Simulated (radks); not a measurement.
Question: These are the eigenvalues of the occupied orbitals of an atom or ion with whole-number occupations (Ry). All-electron calculation, Dirac Kohn-Sham, BLYP, spin-unpolarised, spherical densities, point nucleus. Program: a radial shooting solver on a logarithmic mesh with Libxc functionals.

1s1/2: -4644.489
2s1/2: -791.3966
2p1/2: -755.3815
2p3/2: -673.2174
3s1/2: -180.5768
3p1/2: -164.6593
3p3/2: -147.1376
3d3/2: -120.1375
3d5/2: -116.3128
4s1/2: -37.18793
4p1/2: -30.70761
4p3/2: -26.70464
4d3/2: -16.05234
4d5/2: -15.31938
5s1/2: -5.72661
5p1/2: -3.87648
5p3/2: -3.32258
4f5/2: -2.24144
4f7/2: -2.12350
6s1/2: -0.96528
6p1/2: -0.61581

Which element is it, and in what charge state? The configuration may be excited. Open shells, if any, fill j = l - 1/2 first.

Answer: Z = 71, lutetium, charge +1: Lu+ in [Xe] 4f13 6s2 6p1. The list shows which subshells hold electrons but not how many an open one holds; the 1s level, -2322.2 hartree, gives Z - s = 68.2 by -(Z - s)^2/2, which with screening and relativity narrows Z to a few neighbours, and the depths of the outer levels then fix element, charge and occupations together.
